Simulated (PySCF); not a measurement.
## Radial density of B+ (boron, charge +1)

B2PLYP, [He] 2s1 3d1, high-spin 3D determinant (an excited configuration). All numbers are calculated (PySCF 2.14, the spin-free X2C one-electron Hamiltonian (Gaussian nucleus), in aug-cc-pVQZ-DK (6s5p4d3f2g, 80 functions)).

```json
{"r (bohr)": "0.00493", "4πr²ρ (e/bohr)": "0.02144", "4πr²(ρα − ρβ)": "0.0008"}
{"r (bohr)": "0.00829", "4πr²ρ (e/bohr)": "0.05796", "4πr²(ρα − ρβ)": "0.0021"}
{"r (bohr)": "0.0140", "4πr²ρ (e/bohr)": "0.1540", "4πr²(ρα − ρβ)": "0.0056"}
{"r (bohr)": "0.0235", "4πr²ρ (e/bohr)": "0.3943", "4πr²(ρα − ρβ)": "0.0142"}
{"r (bohr)": "0.0395", "4πr²ρ (e/bohr)": "0.9491", "4πr²(ρα − ρβ)": "0.0338"}
{"r (bohr)": "0.0664", "4πr²ρ (e/bohr)": "2.052", "4πr²(ρα − ρβ)": "0.0714"}
{"r (bohr)": "0.112", "4πr²ρ (e/bohr)": "3.718", "4πr²(ρα − ρβ)": "0.1219"}
{"r (bohr)": "0.188", "4πr²ρ (e/bohr)": "5.026", "4πr²(ρα − ρβ)": "0.1381"}
{"r (bohr)": "0.316", "4πr²ρ (e/bohr)": "4.199", "4πr²(ρα − ρβ)": "0.0532"}
{"r (bohr)": "0.531", "4πr²ρ (e/bohr)": "1.646", "4πr²(ρα − ρβ)": "0.0133"}
{"r (bohr)": "0.894", "4πr²ρ (e/bohr)": "0.5813", "4πr²(ρα − ρβ)": "0.3971"}
{"r (bohr)": "1.50", "4πr²ρ (e/bohr)": "0.6933", "4πr²(ρα − ρβ)": "0.6904"}
{"r (bohr)": "2.53", "4πr²ρ (e/bohr)": "0.3325", "4πr²(ρα − ρβ)": "0.3325"}
{"r (bohr)": "4.25", "4πr²ρ (e/bohr)": "0.2279", "4πr²(ρα − ρβ)": "0.2279"}
{"r (bohr)": "7.15", "4πr²ρ (e/bohr)": "0.08343", "4πr²(ρα − ρβ)": "0.0834"}
{"r (bohr)": "12.0", "4πr²ρ (e/bohr)": "0.0002905", "4πr²(ρα − ρβ)": "0.0003"}
```

Densities and radii are taken from the X2C orbitals without a picture-change correction, which distorts them close to the nucleus.

The outer electron is Rydberg-like, and this basis confines it to a smaller radius and binds it less than a complete one would.
